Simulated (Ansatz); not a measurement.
Geometry optimisation, Ansatz 0.2.0, RKS PBE0/6-31G*.

Input:

```yaml
crystal:
  periodic: [false, false, false]
  atoms:
    - { symbol: Al, position_ang: [-1.904461, -0.436657, 0.316935] }
    - { symbol: Si, position_ang: [1.544725, 0.351667, -0.375638] }
    - { symbol: F, position_ang: [-1.834711, -1.8992, -0.419759] }
    - { symbol: F, position_ang: [-2.597404, 0.822896, -0.469833] }
    - { symbol: H, position_ang: [0.275972, 0.10067, 0.301267] }
    - { symbol: Cl, position_ang: [-1.300265, -0.229525, 2.400414] }
    - { symbol: H, position_ang: [1.262052, 0.68364, -1.795026] }
    - { symbol: H, position_ang: [2.359079, -0.883965, -0.275885] }
    - { symbol: H, position_ang: [2.195212, 1.490475, 0.317325] }
basis:
  gaussian: { orbitals: "6-31G*" }
hamiltonian:
  xc: pbe0
relax:
  f_tol: 0.03
  max_steps: 50
```

Run as:

```bash
$ ansatz run input.yaml --threads 2 --pin off --max-ram 3072MiB --backend cpu --events-out ev --progress --plain --runs-dir out
```

Where does it end, and by what steps?

The forces met the threshold. The force dipped under the threshold on the way, but the program's further checks kept it going. After 20 steps the energy has fallen by 0.343 eV; F3 moved furthest, 1.01 Å.

| step | energy less start (eV) | largest force component (eV/Å) | accepted |
| --- | --- | --- | --- |
| 0 | 0.0000 | 1.367 | yes |
| 1 | -0.1726 | 0.668 | yes |
| 2 | -0.2124 | 0.468 | yes |
| 3 | -0.2337 | 0.243 | yes |
| 4 | -0.2373 | 0.164 | yes |
| 5 | -0.2437 | 0.167 | yes |
| 6 | -0.2508 | 0.142 | yes |
| 7 | -0.2566 | 0.141 | yes |
| 8 | -0.2793 | 0.316 | yes |
| 9 | -0.2991 | 0.519 | yes |
| 10 | -0.3115 | 1.033 | yes |
| 11 | -0.3365 | 0.180 | yes |
| 12 | -0.3293 | 0.279 | no |
| 13 | -0.3383 | 0.061 | yes |
| 14 | -0.3405 | 0.034 | yes |
| 15 | -0.3408 | 0.022 | yes |
| 16 | -0.3416 | 0.039 | yes |
| 17 | -0.3420 | 0.041 | yes |
| 18 | -0.3424 | 0.039 | yes |
| 19 | -0.3423 | 0.052 | no |
| 20 | -0.3427 | 0.017 | yes |

```xyz
9
Properties=species:S:1:pos:R:3
Al -1.536 -0.300 0.363
Si 1.360 0.282 -0.410
F -0.965 -1.460 -0.673
F -2.508 0.876 -0.258
H 0.105 0.686 0.360
Cl -1.593 -0.712 2.411
H 1.032 0.290 -1.850
H 1.803 -1.030 0.106
H 2.303 1.369 -0.048
```

The run took 2.3 min on 2 threads of Intel(R) Xeon(R) Platinum 8259CL CPU @ 2.50GHz (Skylake/Cascade Lake), with other jobs on the host, peak memory 0.24 GiB.
